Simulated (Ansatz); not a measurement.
`[BH2][Zn][F]` + `N[SiH](F)F` → `BN[SiH](F)F` + `[F][ZnH]`  (cleavage of the B–Zn bond)

Program: Ansatz. Geometries: PBE0-D4/def2-TZVP. ΔE: electronic, gas phase. CCSD(T)/CBS is the MP2 limit (def2-TZVPP, def2-QZVPP) plus CCSD(T) − MP2 in def2-TZVPP, frozen cores. This one scheme is used for every species. Functionals use def2-TZVPP. B3LYP here is the variant with VWN-RPA as its local correlation; programs differ in this. For Zn outer-core shells are correlated without core-valence functions, which leaves a few kJ/mol of doubt a bond. Scalar relativity is left out up to krypton. Each species was taken in one conformer, which may not be the lowest.

Is it downhill or uphill in electronic energy at CCSD(T)/CBS, and by how much? (An estimate is asked.)

The calculation gave: Downhill: ΔE = -145.8 kJ/mol.

What do these levels give: B3LYP-D4, B3LYP, BHLYP, MP2/def2-SVP, HF/def2-TZVPP, CCSD/def2-TZVPP? (Estimate.)

Computed: B3LYP-D4 -149.6, B3LYP -145.5, BHLYP -149.4, MP2/def2-SVP -167.8, HF/def2-TZVPP -150.9, CCSD/def2-TZVPP -149.5 kJ/mol.

Largest T1 diagnostic among the species: 0.018.

From BLYP to BHLYP (50 % exact exchange), in def2-TZVPP and without D4, ΔE moves by −6.9 kJ/mol. The D4 term adds −4.0 kJ/mol with B3LYP and −2.2 kJ/mol with PBE0; it sums over pairs of atoms, weighted by their polarisabilities, and B3LYP, whose exchange is more repulsive, gets the larger term. Leaving LDA and LC-ωPBE aside and taking each functional with its dispersion term where it has one, the values, not all of them listed here, spread over 7.7 kJ/mol, from B97M-V to revPBE-D4. LDA lies −14.0 kJ/mol from PBE without D4.
